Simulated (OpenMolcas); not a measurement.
**S⁺: effect of the level shift or regulariser**

```
Program             : OpenMolcas 26.06
Basis               : ANO-RCC-VDZP [4s3p1d]
Scalar Hamiltonian  : DKH2, point nucleus
Active space        : 3 electrons in 3 orbitals (3p)
State averaging     : 2S+1 = 4 odd, 1 root; 2S+1 = 2 odd, 8 roots
Spin-orbit coupling : state interaction with AMFI integrals over the reference wave functions, term energies averaged over their components
```

Methods on the same reference wave functions:
A. CASSCF
B. SS-CASPT2, IPEA 0.25 Eh, imaginary shift 0.1 Eh (closed shells correlated: 2s 2p 3s)
C. SS-CASPT2, IPEA 0.25 Eh, imaginary shift 0.3 Eh (closed shells correlated: 2s 2p 3s)

Energies in cm⁻¹ above 3s² 3p³ ⁴S°_3/2, the measured ground level; measured values from NIST Handbook of Basic Atomic Spectroscopic Data.

```csv
Level,A,B,C,Measured
3s² 3p³ ⁴S°_3/2,0.0,0.0,0.0,0.0
3s² 3p³ ²D°_3/2,19204,17400,17400,14853
3s² 3p³ ²D°_5/2,19222,17420,17420,14885
3s² 3p³ ²P°_1/2,31884,28050,28060,24525
3s² 3p³ ²P°_3/2,31908,28070,28080,24572
```

Deviations, from unrounded energies. A percentage is the sum of absolute deviations over the sum of measured energies, with the sign that they share, or ± where signs differ.

| Against measurement | Levels | A | B | C |
| --- | --- | --- | --- | --- |
| mean absolute deviation (cm-1) | 4 | 5800 | 3000 | 3000 |
| other terms of the ground configuration (%) | 4 | +29.7 | +15.4 | +15.4 |

B, C lie about equally close to measurement and A furthest from it. The largest miss of B in the table is 3s² 3p³ ²P°_1/2, by +3500 cm-1. The ranking rests on the paired levels alone, and a cruder setting can come out closer through cancelling errors.

Between B and C the level of the table that moves most is 3s² 3p³ ²P°_1/2, by 9.5 cm-1 (lowest in B, highest in C). Moves below CASPT2's spread within the term are not significant.

The two smallest mean deviations differ by little beside CASPT2's spread within terms, so their order carries little weight.

From A to B the spin-free energies of the other terms of 3s² 3p³ shown, above ⁴S°, scale by factors of 0.88 to 0.91.

The lowest spin-free term lies below A's lowest term by 0.074 hartree in B, 0.074 hartree in C.

CASPT2 does not keep the components of a term degenerate, so their means are used; among the terms shown or strongly mixed into the levels shown the widest spread is 280 cm-1 (3s² 3p³ ²D°, B). With the s shell closed, the reference lacks s² → p² mixing. Without dynamic correlation excited terms often stand tens of per cent too high (terms of higher spin than the ground term too low), and those without a measured partner can miss by more than the paired ones (holds for A). Some terms miss by over 15 % even with CASPT2, which points to a basis or an active space too small for the shells correlated (holds for B; C). Measured partners are found by configuration, term and J. A level has none where our copy of the source lacks it or the pairing is in doubt (some pairs that miss far off the trend of their configuration count as doubtful), and it then counts in no deviation. Only configurations of the active space appear.

° marks odd parity.
